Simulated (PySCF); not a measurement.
# Computed NMR parameters against published values

Geometry:
| atom | x (Å) | y (Å) | z (Å) |
| --- | --- | --- | --- |
| C1 | -2.064 | 0.493 | -0.671 |
| C2 | -1.727 | -0.667 | 0.248 |
| C3 | -0.372 | -1.293 | -0.055 |
| N4 | 0.731 | -0.386 | 0.155 |
| C5 | 1.466 | 0.138 | -0.860 |
| C6 | 2.542 | 1.102 | -0.419 |
| O7 | 1.279 | -0.145 | -2.027 |
| H8 | -3.039 | 0.921 | -0.427 |
| H9 | -1.320 | 1.289 | -0.589 |
| H10 | -2.083 | 0.173 | -1.715 |
| H11 | -2.488 | -1.450 | 0.163 |
| H12 | -1.747 | -0.337 | 1.293 |
| H13 | -0.225 | -2.190 | 0.556 |
| H14 | -0.319 | -1.592 | -1.103 |
| H15 | 0.925 | -0.074 | 1.091 |
| H16 | 3.080 | 1.451 | -1.296 |
| H17 | 2.105 | 1.959 | 0.100 |
| H18 | 3.242 | 0.617 | 0.265 |

Computed data (PySCF): structure optimised with PBE0-D3(BJ)/def2-TZVP, shieldings: GIAO PBE0/pcSseg-2. One conformer, no solvent model, no relativistic terms, equivalent nuclei averaged.

Reference values: measured (solution, not stated per compound (mostly CDCl3 or CCl4); Pretsch, Buehlmann, Badertscher, Structure Determination of Organic Compounds, 4th ed. (2009)).
```json
{"atoms": "C3", "quantity": "δ ¹³C", "reference": "40.7", "computed": "42.0", "computed, scaled": "38.2"}
{"atoms": "C2", "quantity": "δ ¹³C", "reference": "22.5", "computed": "29.6", "computed, scaled": "26.5"}
{"atoms": "C1", "quantity": "δ ¹³C", "reference": "11.1", "computed": "12.6", "computed, scaled": "10.6"}
{"atoms": "H13/H14", "quantity": "δ ¹H", "reference": "3.18", "computed": "3.48", "computed, scaled": "3.39"}
{"atoms": "H11/H12", "quantity": "δ ¹H", "reference": "1.55", "computed": "1.33", "computed, scaled": "1.39"}
{"atoms": "H8/H9/H10", "quantity": "δ ¹H", "reference": "0.96", "computed": "0.89", "computed, scaled": "0.98"}
```

Computed shifts are σ(ref) − σ with the named reference compound (TMS for H and C) calculated as an isolated molecule at the same level. The measured values may be among those fitted. Expected solution values come from regression of measured δ (H and C: mostly CDCl3, vs TMS) on computed σ: ¹³C (scatter 2.1 ppm rms, 2.2 ppm with the 2 outliers that the fit left out); ¹H (scatter 0.15 ppm rms, 0.16 ppm with the 5 outliers that the fit left out). A few per cent of atoms miss by over 2 rms, more outside the fitted compound classes. Hydrogens on heteroatoms aren't scaled, only referred to computed TMS.

(1) How far are the unscaled ¹³C shifts from the references?

(2) How far are the unscaled ¹H shifts from the references?

Answers

(1) Mean signed difference +3.30 ppm, mean absolute 3.30 ppm over 3 comparisons; the largest is +7.1 ppm at C2 (sp3 CH2).

(2) Mean signed difference +0.00 ppm, mean absolute 0.20 ppm over 3 comparisons; the largest is +0.30 ppm at H13/H14 (hydrogen on an sp3 CH2 bonded to N).

The protons averaged at δ 3.48 differ by 1.6 ppm in this conformer, so that average is uncertain.
